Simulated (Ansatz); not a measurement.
Relaxation of Cl$_{2}$F$_{2}$H$_{3}$O$_{2}$Ta (10 atoms, charge 0, multiplicity 1), to a largest force component of 0.03 eV/Å in at most 50 steps.

These are results of Ansatz, RKS B3LYP/def2-SVP, not measurements.

```xyz
10
Properties=species:S:1:pos:R:3:forces:R:3
Ta -0.225 -0.191 -0.072 0.77 0.35 -0.13
F 1.658 -0.508 -0.238 -0.45 -0.07 0.08
Cl 0.224 0.615 2.093 0.00 0.01 -0.02
Cl -0.332 -0.425 -2.420 -0.01 0.00 -0.02
F -1.529 1.149 -0.213 -0.02 0.01 -0.01
O -1.056 -1.767 0.413 -0.10 -0.10 0.09
H -1.603 -2.277 1.025 0.08 0.06 -0.09
O 1.719 2.171 -1.014 0.14 -0.95 0.22
H 1.595 2.197 -1.974 -0.02 0.02 0.00
H 2.325 1.403 -0.884 -0.39 0.67 -0.10
```

Task: Where does it end, and by what steps?

Result: It converged. After 24 steps the energy has fallen by 0.627 eV; H10 moved furthest, 0.86 Å. Joined: Ta1–O8 (3.20 → 2.30 Å).

```csv
step,energy less start (eV),largest force component (eV/Å),accepted
0,0.0000,0.950,yes
1,-0.0986,1.063,yes
2,-0.2710,1.441,yes
3,-0.4812,0.928,yes
4,-0.5434,0.612,yes
5,-0.5678,0.383,yes
6,-0.5777,0.508,yes
7,-0.5751,0.639,no
8,-0.5935,0.208,yes
9,-0.5971,0.214,yes
10,-0.6002,0.192,yes
11,-0.6013,0.212,yes
12,-0.5961,0.744,no
13,-0.6054,0.083,yes
14,-0.6060,0.407,yes
15,-0.6099,0.107,yes
16,-0.6121,0.123,yes
17,-0.6095,0.396,no
18,-0.6141,0.031,yes
19,-0.6159,0.310,yes
20,-0.6180,0.284,yes
21,-0.6238,0.207,yes
22,-0.6259,0.102,yes
23,-0.5817,1.210,no
24,-0.6270,0.029,yes
```

```xyz
10
Properties=species:S:1:pos:R:3
Ta -0.049 -0.052 -0.165
F 1.624 -0.961 -0.301
Cl 0.727 0.884 1.881
Cl -0.285 -0.323 -2.520
F -1.415 1.260 -0.213
O -1.062 -1.468 0.451
H -1.525 -2.252 0.756
O 1.239 1.685 -0.945
H 1.564 1.602 -1.856
H 1.959 1.993 -0.373
```

The run took 110 s on 4 threads of Arm Neoverse V1, with other jobs on the host, peak memory 0.44 GiB.
